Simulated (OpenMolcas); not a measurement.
## Mn3+ in Cs2NaYF6: curves along the breathing mode

Mn3+ with its 6 nearest fluoride ions, on the Y site of Cs2NaYF6 (a = 9.075 Å, distance in the model lattice 2.178 Å). The rest of the host is ab initio model potentials to 7.6 Å, with orthogonalisation functions on the cations behind the ligands, and point charges beyond; the distance is set by hand and nothing relaxes. Ligand basis ANO-RCC-VDZP.

```yaml
Program: OpenMolcas 26.06
Method: "SS-CASPT2, IPEA 0.25 Eh, imaginary shift 0.1 Eh (closed shells correlated: 3s 3p and the ligand valence shells)"
Basis: ANO-RCC-VDZP [5s4p2d1f]
Scalar_Hamiltonian: DKH2, point nucleus
Active_space: 4 electrons in 5 orbitals (3d)
State_averaging: 2S+1 = 5 even, 5 roots; 2S+1 = 3 even, 45 roots; 2S+1 = 1 even, 50 roots
Spin-orbit_coupling: state interaction with AMFI integrals over the reference wave functions
```

Spin-free energies (labels of O, the rotations of Oh) in cm-1 above the lowest fitted minimum, as all ligands move together:

```csv
R (Å),5E,3T1,5T2,1T2,3E,3T1(2),3T2
1.899,160,6520,16810,15150,18580,18870,19740
1.944,290,8100,15430,16680,18770,19040,19990
1.988,2080,11190,15930,19760,20600,20920,21870
2.033,5310,15410,18030,23830,23850,24190,25140
2.078,9690,20660,21440,29030,28230,28710,29570
2.123,15030,26710,25950,35120,33540,33900,34940
2.167,21010,33330,31240,41470,39480,39860,40910
```

Cubic fits give the following; the wavenumber is harmonic, with the mass of all moving ligands, small differences in it between states hang on the degree of the fit, a number in brackets counts states of one label, and the table is a selection of at most 14 states with clean curves.

```csv
State,R0 (Å),Breathing mode (cm-1),Minimum (cm-1)
5E,1.917,511,0
5T2,1.953,513,15410
3E,1.915,510,18450
3T1(2),1.916,518,18720
3T2,1.914,509,19630
3A2,1.918,509,21370
3A1,1.914,510,21500
3E(2),1.915,509,24890
1T2(2),1.917,515,27170
1A2,1.916,508,27660
```

The minimum of 5T2 is shifted by +0.0364 Å against 5E (from the unrounded fits). With M = 114.0 u for the moving shell, the Huang-Rhys factor in this mode is S = M ω ΔR² / 2ħ = 0.01483 × 114.0 × 511 × 0.0364² = 1.14. Only the first shell moves, against a rigid host.

Roots that are degenerate in the reference are averaged as groups; the widest CASPT2 spread within a group is 650 cm-1 (the 3-fold group of multiplicity 3 near 59800 cm-1 above the lowest state of its run, R = 2.078). Shifts and gaps below about the spread of the groups concerned are not significant. Over all roots computed the reference weight is 0.71 to 0.73 in R = 1.899, 0.71 to 0.73 in R = 1.944, 0.71 to 0.73 in R = 1.988, 0.71 to 0.73 in R = 2.033, 0.70 to 0.73 in R = 2.078, 0.70 to 0.73 in R = 2.123, 0.70 to 0.73 in R = 2.167; a low but even weight reflects the number of correlated electrons. An orbital doublet at a regular site is open to a Jahn-Teller distortion, which this geometry leaves out. This shell can be high or low spin here, a state of another spin lies low, and with metal d orbitals alone active their balance is uncertain, so the ground spin may be wrong. Ligand-to-metal charge-transfer states are missing. These CASPT2 states fit no ligand-field parameters well, so their order and spin gaps are uncertain. With no ligand orbital active B as a rule stays too high, so bands that hang on it stand too high and its fall with covalency is understated. With one d shell and no ligand orbital active, 10Dq can be off by a tenth or more. Free-ion shares, where given, are those of the reference states; single-state CASPT2 does not remix them (holds for R = 1.988; R = 2.033; R = 2.078; R = 2.123; R = 2.167). No measured value stands beside these numbers.
